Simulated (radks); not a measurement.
Ir V, configuration [Xe] 4f14 5d4.75 6d0.25 (fractional occupations, a model configuration). Method: non-relativistic Kohn-Sham, r2SCAN, spin-polarised, spherical densities, point nucleus; open shells are filled with parallel spins first (spin-orbit coupling, left out, can overturn this in heavy ions); meta-GGA in the generalised Kohn-Sham scheme; relativity is left out, which matters for an element this heavy; computed with a radial shooting solver on a logarithmic mesh with Libxc functionals.

Local quantities along the radius. ELF = 1/(1 + alpha^2) is the electron localisation function; alpha = (tau - tau_W)/tau_unif compares the Pauli kinetic energy density with that of the uniform gas (summed over spins); 4 pi r^2 rho is in e/bohr; s = |grad rho|/(2 (3 pi^2)^(1/3) rho^(4/3)) is the reduced gradient.

r (bohr)    ELF    alpha  4 pi r^2 rho       s
0.001941  0.999  0.02877         11.49  0.3986
0.002259  0.999  0.03074         14.83  0.4050
0.00263   0.999  0.03320         18.98  0.4125
0.003087  0.999  0.03652         24.37  0.4220
0.003594  0.998  0.04059         30.56  0.4326
0.004217  0.998  0.04623         38.24  0.4460
0.004909  0.997  0.05342         46.62  0.4611
0.005715  0.996  0.06321         55.87  0.4790
0.006707  0.994  0.07772         66.17  0.5013
0.007808  0.991  0.09765         75.92  0.5265
0.00909   0.984   0.1271         84.89  0.5557
0.01067   0.970   0.1747         92.56  0.5908
0.01242   0.943   0.2462         97.31  0.6268
0.01457   0.881   0.3670         99.08  0.6634
0.01696   0.769   0.5488         97.79  0.6877
0.01975   0.601   0.8145         94.61  0.6859
0.02318   0.429    1.154         91.29  0.6332
0.02698   0.339    1.397         90.72  0.5269
0.03166   0.343    1.384         95.25  0.3905
0.03686   0.434    1.141         105.1  0.2969
0.04291   0.571   0.8664         118.4  0.2692
0.05036   0.684   0.6796         131.6  0.2990
0.05862   0.719   0.6256         137.8  0.3573
0.06825   0.672   0.6987         135.1  0.4196
0.08009   0.536   0.9297         124.8  0.4527
0.09324   0.402    1.220         114.9  0.4097
0.1094    0.377    1.285         112.7  0.2957
0.1274    0.488    1.024         119.6  0.2257
0.1483    0.636   0.7560         127.5  0.2506
0.174     0.702   0.6512         124.4  0.3471
0.2026    0.625   0.7752         107.0  0.4549
0.2358    0.408    1.204         84.58  0.4898
0.2768    0.282    1.597         71.48  0.3296
0.3222    0.406    1.210         74.48  0.1669
0.3781    0.634   0.7602         82.96  0.1900
0.4402    0.724   0.6179         81.61  0.3054
0.5124    0.689   0.6720         67.08  0.4479
0.6013    0.524   0.9528         45.94  0.5895
0.7       0.331    1.421         30.13  0.6261
0.8215    0.301    1.525         21.65  0.4989
0.9564    0.477    1.047         18.39  0.4142
1.113     0.667   0.7059         15.75  0.4786
1.307     0.722   0.6212         11.85  0.6470
1.521     0.661   0.7164         7.719  0.8850
1.771     0.506   0.9888         4.274   1.229
2.078     0.271    1.640         1.933   1.767
2.419     0.087    3.245        0.7944   2.453
2.839     0.017    7.612        0.3062   2.943
3.305     0.008    11.18        0.1548   2.562
3.847     0.011    9.683       0.09998   2.414
4.515     0.011    9.379       0.06052   3.383
5.256     0.006    12.71       0.02920   5.498
6.119     0.002    22.92       0.01006   9.745
7.181     0.000    57.47      0.002147   19.82
8.359     0.000    186.8     0.0003143   44.17

On this mesh the ELF has minima near r = 0.027, 0.11, 0.28, 0.82 bohr, which separate the shells, and maxima near 0.059 (0.72), 0.17 (0.70), 0.44 (0.72), 1.3 (0.72).
